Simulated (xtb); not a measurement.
Ga(H)2(SMe) (CH5GaS), SMILES C[S][GaH2]. All values are semi-empirical tight-binding results from xtb (GFN2-xTB unless named), good for trends rather than for accurate numbers. Coordinates come from a GFN2-xTB optimisation.

For metal compounds this method's bond lengths and energies can be far off.

Q: Estimate the properties. (Estimate from the structure and the level; the computed values follow.)

A: 
```json
{
 "point_group_as_xtb_finds_it": "Cs",
 "orbital_gap": "4.01 eV",
 "zero_point_energy": "30.3 kcal/mol",
 "G − E(el) at 298.15 K (modified RRHO)": "11.5 kcal/mol"
}
```
